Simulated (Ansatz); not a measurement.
Input file for Ansatz (an electronic-structure program): U-CCSD(T)/def2-TZVPP on CdF2 (SMILES [F][Cd][F]), a point of a bond scan (R = 5.220 Å). Elements past Kr take the def2 small-core potentials; no spin–orbit coupling.

Ansatz 0.2 input:
```yaml
crystal:
  periodic: [false, false, false]
  atoms:
    - {symbol: Cd, position_ang: [0.00000000, 0.00000000, 0.00000000]}
    - {symbol: F, position_ang: [-0.00000000, -0.00000000, -5.22043126]}
    - {symbol: F, position_ang: [0.00000000, 0.00000000, 1.93349306]}
basis:
  gaussian:
    orbitals: def2-TZVPP
correlation: {method: ccsd_t, electrons: outside_noble_gas}
scf: {omitted_lower_state_checks: [cluster_reference]}
magnetization: {spin_polarized: true, initial_magnetization: 0}
```

Task: Give the final energy of this run.

Result: -366.6444 hartree (reference determinant -365.7617, T1 diagnostic 0.018). Its determinant has ⟨S²⟩ = 1.01, a mixture of spin states.

Task: How many basis functions does it have, and what does it roughly cost on one machine?

Result: 118 functions; around 70 core-seconds (rough).
